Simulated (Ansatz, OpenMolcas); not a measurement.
**Heat of formation of CH2BrCl (bromochloromethane) from total energies**

The species is CH2BrCl (5 atoms), meant as a singlet with charge 0. As SMILES, `ClCBr`. The coordinates come from a PBE0-D4/def2-TZVP relaxation.

```xyz
5

Cl   -1.6152    0.1586    0.5189
C     0.0005    0.0493   -0.1586
Br    1.3124   -0.6021    1.0980
H     0.3181    1.0396   -0.4668
H    -0.0159   -0.6454   -0.9915
```

Total energies at TPSS/def2-SVPD (OpenMolcas 26.06); the atoms run unrestricted:

```
species    state   energy (Eh)
CH2BrCl  singlet  -3073.125676
     Cl  doublet   -460.017573
      C  triplet    -37.821325
     Br  doublet  -2573.710860
      H  doublet     -0.499258
```

Harmonic wavenumbers at PBE0-D4/def2-TZVP, in cm⁻¹: 228, 627, 763, 858, 1154, 1252, 1449, 3138, 3220.

Measured heats of formation of the gaseous atoms at 298.15 K, in kJ/mol: Cl 121.3, C 716.9, Br 111.9, H 218.0. Spin-orbit lowering of the atoms at 298 K (mean of the ground term's levels less their thermal mean, from spectra), in kJ/mol: Cl 3.44, C 0.02, Br 14.69. Take 1 Eh = 2625.50 kJ/mol, 1 cm⁻¹ = 0.0119627 kJ/mol, RT = 2.479 kJ/mol.

Question: What heat of formation follows?

Answer: 
1. Electronic atomisation energy: (-460.017573) + (-37.821325) + (-2573.710860) + 2 × (-0.499258) − (-3073.125676) = 0.577402 Eh = 1516.0 kJ/mol.
2. Zero-point energy: half the sum of the wavenumbers, 6344.5 cm⁻¹ = 75.9 kJ/mol.
3. Thermal vibrational enthalpy, Σ hcν̃/(exp(hcν̃/kT) − 1): 2.2 kJ/mol. Translation, rotation and pV of a non-linear molecule: 4 RT = 9.9 kJ/mol.
4. The 5 free atoms carry 5/2 RT each: 31.0 kJ/mol.
5. Spin-orbit coupling lowers the free atoms by 3.44 + 0.02 + 14.69 = 18.1 kJ/mol.
6. Atomisation enthalpy at 298 K: 1516.0 − 18.1 − 75.9 − 2.2 − 9.9 + 31.0 = 1440.9 kJ/mol.
7. Sum of the atoms' heats of formation: 1386.1 kJ/mol. Heat of formation: 1386.1 − 1440.9 = -54.8 kJ/mol.

The tabulated value is -44.7 kJ/mol (Active Thermochemical Tables), so this level is off by -10.1 kJ/mol, or 0.7 % of the atomisation enthalpy. Relativity is left out. Anharmonicity and any spin-orbit splitting of the molecule are left out.
